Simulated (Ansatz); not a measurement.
```xyz
11

S    -0.7635   -1.5947   -2.0660
C     0.4772   -0.6423   -1.1552
Si   -0.2946   -0.0132    0.4406
S     1.1138    1.3644    1.2951
S     0.0395    1.7544    3.0140
H     0.0583   -2.1392   -2.9783
H     0.8368    0.1975   -1.7541
H     1.3255   -1.2780   -0.8921
H    -1.5698    0.6947    0.1633
H    -0.5342   -1.1303    1.3841
H    -0.6890    2.7867    2.5486
```

Charge 0, multiplicity 1.

**Question.** List the PBE0/def2-TZVPP orbital energies in eV (Ansatz 0.2.0). (An estimate is asked.)

**Answer.** Ansatz gave: Occupied: -2423.35, -2423.02, -2422.58, -1803.21, -279.15, -218.62, -218.31, -217.89, -162.49, -162.38, -162.22, -162.18, -162.05, -161.94, -161.76, -161.66, -161.50, -145.50, -100.19, -100.14, -100.12, -22.56, -22.10, -18.83, -18.01, -14.63, -12.76, -12.67, -12.17, -10.77, -10.22, -9.96, -9.81, -9.24, -7.57, -7.31, -7.04. Lowest empty: -1.29, -0.28, 0.33, 0.74, 1.16, 1.47, 1.86, 1.98.
